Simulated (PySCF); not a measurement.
PySCF job for I₃In, SMILES [In+]([I])([I])[I] (connectivity only; charge and spin as stated), charge +1, multiplicity 2, PBE0-D3(BJ)/def2-SVP. The structure is a stationary point at PBE0-D3(BJ)/def2-SVP. The def2 effective core potentials stand for the cores of I, In; spin–orbit coupling is left out.

```python
import numpy as np
from pyscf import gto, scf, dft, df
from pyscf.hessian import thermo

mol = gto.M(
    atom='''
    In    0.00000000    0.00000000   -0.41168548
    I    -0.00000000    1.73234178    1.68688597
    I    -0.00000000    0.00000000   -2.99315705
    I    -0.00000000   -1.73234178    1.68688596
    ''',
    basis='def2-SVP',
    ecp={'I': 'def2-svp', 'In': 'def2-svp'},
    charge=1,
    spin=1,
    max_memory=1600,
    verbose=3,
)
mf = dft.UKS(mol, xc='pbe0').density_fit(auxbasis='def2-universal-jkfit')
mf.disp = 'd3bj'
mf.grids.level = 3
mf.conv_tol = 1e-11
mf.max_cycle = 100
mf.kernel()
fine, coarse = mf.grids, dft.Grids(mol).set(level=1).build(with_non0tab=True)
for _ in range(3):  # follow internal instabilities
    mf.grids = coarse
    mo, _, stable, _ = mf.stability(return_status=True, nroots=4)
    mf.grids = fine
    if stable:
        break
    mf.kernel(mf.make_rdm1(mo, mf.mo_occ))

# [left out here: the lines that compute and print the analytic Hessian (its translational invariance restored by hand, since the grid's response is missing), thermochemistry and intensities]
```

Program output:

```

WARN: HOMO -1.85351028176575 >= LUMO -1.85351028176574


WARN: HOMO -0.0617576042233233 >= LUMO -0.0617093663300441

converged SCF energy = -1083.1107707488  <S^2> = 0.75428942  2S+1 = 2.0042848
<class 'pyscf.df.df_jk.DFUKS'> wavefunction is stable in the internal stability analysis

WARN: DFTD3 does not support analytical Hessian, using finite difference


WARN: Mole.unit (angstrom) is changed to Bohr

Mode                                 0                   1                   2
Irrep
Freq [cm^-1]                       36.0540             50.7514             67.2779
Reduced mass [au]                 122.5684            117.5287            125.8843
Force const [Dyne/A]                0.0939              0.1784              0.3357
Char temp [K]                      51.8737             73.0200             96.7980
Normal mode                   x     y     z       x     y     z       x     y     z
       0  In                 0.00 -0.05 -0.00    0.08  0.00  0.00   -0.00 -0.00  0.03
       1   I                -0.00 -0.00 -0.04   -0.02  0.00  0.00    0.00  0.05 -0.03
       2   I                -0.00  0.05 -0.00   -0.03 -0.00  0.00    0.00  0.00  0.03
       3   I                -0.00 -0.00  0.04   -0.02 -0.00 -0.00    0.00 -0.05 -0.03
Mode                                 3                   4                   5
Irrep
Freq [cm^-1]                      148.2413            149.4632            273.5874
Reduced mass [au]                 121.4728            126.8107            118.3775
Force const [Dyne/A]                1.5728              1.6691              5.2205
Char temp [K]                     213.2862            215.0443            393.6313
Normal mode                   x     y     z       x     y     z       x     y     z
       0  In                -0.00 -0.06  0.00   -0.00 -0.00 -0.01    0.00 -0.00 -0.08
       1   I                 0.00  0.03  0.04    0.00  0.04  0.03   -0.00  0.01  0.01
       2   I                 0.00 -0.00  0.00    0.00 -0.00 -0.06   -0.00  0.00  0.04
       3   I                 0.00  0.03 -0.04    0.00 -0.04  0.03   -0.00 -0.01  0.01
temperature 298.1500 [K]
pressure 101325.00 [Pa]
Rotational constants [GHz] 0.66350 0.26901 0.19141
Symmetry number 2
Zero-point energy (ZPE) 0.00165 [Eh]   4338.708 [J/mol]
                           tot       elec      trans        rot        vib
Entropy [J/mol/K]       416.009      5.763    186.141    134.436     89.669
Cv [J/mol/K]             72.889      0.000     12.472     12.472     47.945
Cp [J/mol/K]             81.203      0.000     20.786     12.472     47.945
Internal energy [J/mol]                      3718.434   3718.434  15475.509
Internal energy [Eh]   -1083.10204  -1083.11077
Enthalpy [J/mol]                             6197.391   3718.434  15475.509
Enthalpy [Eh]          -1083.10110
Gibbs free energy [J/mol]                  -49300.407 -36363.702 -11259.301
Gibbs free energy [Eh] -1083.14834
mode   freq/cm-1   IR/(km/mol)
   1       36.05         0.836
   2       50.75         1.910
   3       67.28         1.480
   4      148.24         0.347
   5      149.46         0.224
   6      273.59        38.114
max |gradient| / (hartree/bohr): 0.0001536201081571017
APT charges: [ 1.0996  0.0213 -0.1424  0.0214]
```

The run converged.

Cost: about 3 core-minutes (a rough figure).
